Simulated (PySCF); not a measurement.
Si(NMe2)(SiH3) (C₂H₉NSi₂), SMILES CN(C)[Si][SiH3] (connectivity only; charge and spin as stated), neutral, multiplicity 1. Coordinates come from a PBE-D3(BJ)/def2-SVP optimisation. The values are those of a single conformer.

Computed with PBE-D3(BJ)/def2-SVP (PySCF 2.14.0).

Harmonic wavenumbers (cm⁻¹): 86, 106, 156, 157, 238, 285, 340, 379, 383, 393, 488, 646, 822, 895, 908, 985, 1026, 1056, 1113, 1172, 1243, 1367, 1393, 1394, 1406, 1413, 1438, 2098, 2111, 2141, 2925, 2930, 2991, 2998, 3064, 3084. Rotational constants (GHz): 5.481, 1.756, 1.375; symmetry number 1.

Problem. Work out the zero-point energy and the ideal-gas rigid-rotor harmonic-oscillator thermochemistry at 298.15 K and 1 atm.

Solution. ZPE = ½ Σ hcν = ½ × 45633 cm⁻¹ = 272.94 kJ/mol. H − E(el) = 298.06 kJ/mol. Entropy in J/(mol K): translation 166.58, rotation 115.43, vibration 91.62, total 373.63. G − E(el) = 186.66 kJ/mol. Cp = 131.55 J/(mol K). Modes under 150 cm⁻¹ make the vibrational entropy uncertain.
